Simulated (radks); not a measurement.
Fractional charge and spin in the 4d shell of indium: the spin-up occupation runs from 4 to 5 and the spin-down occupation from 4 to 5; the fullest corner is In+, [Kr] 5s2 4d(up 5, down 5). Method: scalar-relativistic Kohn-Sham, r2SCAN, spin-polarised, spherical densities, finite nucleus; meta-GGA in the generalised Kohn-Sham scheme; Fermi nuclear charge, rms radius of each element as measured or else 0.836 A^(1/3) + 0.57 fm; computed with a radial shooting solver on a logarithmic mesh with Libxc functionals. Energy (eV) minus the two flat planes that join the four corners (they meet along the diagonal where the two added fractions sum to one electron); zero is where a piecewise linear energy would lie.

| down \ up | 4 | 4.5 | 5 |
|---|---|---|---|
| 4 | 0.000 | -2.007 | 0.000 |
| 4.5 | -2.007 | 0.277 | -1.828 |
| 5 | 0.000 | -1.828 | 0.000 |

Corners above the fullest one (they belong to In2+ and the next ion): (up 5, down 4) 33.899 eV, (up 4, down 5) 33.899 eV, (up 4, down 4) 84.264 eV. With half an added electron in each spin the energy lies 0.277 eV from the planes, and with half an added electron in spin up alone -2.007 eV. The planes are only a guide here: the flat-plane condition holds for ground states with one frontier orbital, while this shell lies below other occupied shells, so the corners above the fullest one are inner-hole states and not the ground states of those ions.
